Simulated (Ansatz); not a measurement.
[In(CN)H3]- (CH₃InN⁻), relaxed as a singlet with RKS r2SCAN-D4/def2-TZVPD in Ansatz, starting from the GFN1-xTB geometry. Force threshold 0.02 eV/Å.

In the def2 sets In takes a core potential; there is no spin–orbit coupling.

Start:

```xyz
6

In   -0.279    0.644   -0.002
C     0.604   -1.394   -0.004
N     1.060   -2.460    0.007
H    -1.927    0.432    0.512
H    -0.136    1.217   -1.639
H     0.678    1.562    1.126
```

```
step  energy (eV)  largest force component (eV/Å)  SCF passes
   1   -7751.8556                           0.362          15
   2   -7751.8612                           0.081          20
   3   -7751.8623                           0.007          21
```

Force components are those of the run's own axes.

End:

| atom | x (Å) | y (Å) | z (Å) |
| --- | --- | --- | --- |
| In1 | -0.280 | 0.648 | -0.001 |
| C2 | 0.607 | -1.403 | -0.001 |
| N3 | 1.066 | -2.471 | 0.004 |
| H4 | -1.946 | 0.433 | 0.517 |
| H5 | -0.135 | 1.220 | -1.657 |
| H6 | 0.688 | 1.572 | 1.139 |

By distances, no bond broke or formed. The bond that changes most is In1–H4, from 1.74 to 1.76 Å (atoms count from 1).

No frequencies were taken in this run, so the end may be a saddle point.

Run time 4.5 s (4 threads of Arm Neoverse V1 on a shared host).
